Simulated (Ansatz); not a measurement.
`C[CH]1N=[CH][Zn]1`, relaxed with RKS PBE-D4/def2-SVP in Ansatz 0.2.0 from a rough embedded geometry. The force threshold is 0.03 eV/Å; the program also tests the step.

The species carries charge 0 and has multiplicity 1.

Start:

```xyz
10

C    -1.212   -0.244   -0.655
C     0.045   -0.378    0.161
N     1.086    0.250   -0.567
C     1.635    0.812    0.510
Zn    0.440    0.269    1.817
H    -2.075   -0.725   -0.011
H    -1.477    0.828   -0.755
H    -1.137   -0.733   -1.579
H     0.290   -1.500    0.333
H     2.404    1.421    0.746
```

| step | energy (eV) | largest force (eV/Å) | largest move (Å) |
| --- | --- | --- | --- |
| 1 | -53073.1464 | 6.172 | 0.000 |
| 2 | -53075.2688 | 2.988 | 0.195 |
| 3 | -53076.1671 | 1.010 | 0.195 |
| 4 | -53076.3417 | 1.112 | 0.167 |
| 5 | -53076.3505 | 1.476 | 0.167 |
| 6 | -53076.4256 | 0.282 | 0.120 |
| 7 | -53076.4305 | 0.226 | 0.043 |
| 8 | -53076.4339 | 0.213 | 0.043 |
| 9 | -53076.4357 | 0.161 | 0.017 |
| 10 | -53076.4366 | 0.025 | 0.008 |

End:

```xyz
10

C    -1.261   -0.274   -0.656
C    -0.018   -0.561    0.161
N     1.115    0.207   -0.140
C     1.749    0.985    0.632
Zn    0.301    0.383    2.126
H    -2.123   -0.822   -0.228
H    -1.507    0.807   -0.654
H    -1.152   -0.594   -1.717
H     0.236   -1.641    0.203
H     2.660    1.509    0.273
```

Hardware: 4 threads of an Arm Neoverse V1 on a shared host. Wall time 16 s, peak host memory 0.17 GiB.
